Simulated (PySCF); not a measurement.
**EuS: energy against distance**

Set-up: Eu x2c-SVPall, S x2c-SVPall; spin-free X2C with a Gaussian nucleus (PySCF 2.14). Energies in eV from Eu (4f7 6s2) + S in their ground configurations at the same level. State: octet, about 6.9 electrons in the 4f shell (Mulliken).

```csv
R (Å),PBE,LC-ωPBE
2.067,-3.127,-2.708
2.164,-3.793,-3.396
2.260,-4.158,-3.768
2.332,-4.284,-3.888
2.404,-4.314,-3.902
2.476,-4.271,-3.833
2.572,-4.128,-3.642
2.692,-3.858,-3.294
2.837,-3.459,-2.785
3.029,-2.884,-1.994
```

Task: Put a parabola through the three lowest points of the PBE curve and estimate Re, k and ωe (reduced mass 26.44 u; 1 eV/Å² = 0.16022 mdyn/Å; ωe = 1302.8·√(k/μ) cm⁻¹).

Result: Through R = 2.332, 2.404, 2.476 Å the second-order coefficient is 7.04 eV/Å², so Re ≈ 2.398 Å, k ≈ 2.26 mdyn/Å and ωe ≈ 381 cm⁻¹. A polynomial fit of higher order to the unrounded PBE energies gives Re = 2.395 Å, k = 2.34 mdyn/Å, ωe = 388 cm⁻¹; anharmonicity and rounding make the difference.

The higher-order fit for each curve: PBE: Re = 2.395 Å, ωe = 388 cm⁻¹, De = 4.31 eV; LC-ωPBE: Re = 2.379 Å, ωe = 423 cm⁻¹, De = 3.91 eV.

⟨S²⟩ of the unrestricted solution departs from its pure value on part of the curve, where spin states mix. Spin–orbit coupling is left out, which matters for elements this heavy, above all for dissociation energies. The state is the lowest single determinant that the PBE0 search found; with open d or f shells the true ground state can be another one.
